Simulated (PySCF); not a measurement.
# Tb⁵⁰⁺: ionisation energy

Tb⁵⁰⁺ [Ne] 3s2 3p3 (4S) → Tb⁵¹⁺ [Ne] 3s2 3p2 (3P), as a difference of total energies. Computed with PySCF 2.14 in an uncontracted even-tempered set (17 s from 12 bohr⁻², ratio 2.5; 12 p from 15 bohr⁻², ratio 2.5; 4 d from 60 bohr⁻², ratio 2.7; 4 f from 90 bohr⁻², ratio 2.7), with scalar relativity by spin-free X2C-1e. Correlated levels: outer shells: 1s2 frozen; virtual orbitals above 40 to 60 times the deepest correlated orbital energy dropped. The calculations carry no spin-orbit coupling.

```json
{"method": "UHF", "ionisation energy (eV)": "4537.6"}
{"method": "MP2 (outer shells)", "ionisation energy (eV)": "4538.2"}
{"method": "SCS-MP2 (outer shells)", "ionisation energy (eV)": "4537.9"}
{"method": "CCSD (outer shells)", "ionisation energy (eV)": "4538.0"}
{"method": "CCSD(T) (outer shells)", "ionisation energy (eV)": "4538.0"}
```

Spin-orbit coupling is strong in these open shells (close to jj coupling). The scalar numbers leave it out and a first-order estimate fails, so it can dominate the gap to the real levels.

The ground level that NIST lists for one species does not belong to the high-spin term computed here, so part of any gap is the choice of state.

Breit and QED terms and the two-electron picture change are absent.

For comparison: 4460 ± 4 eV (theoretical estimate listed by NIST; NIST Atomic Spectra Database, ionization energies).
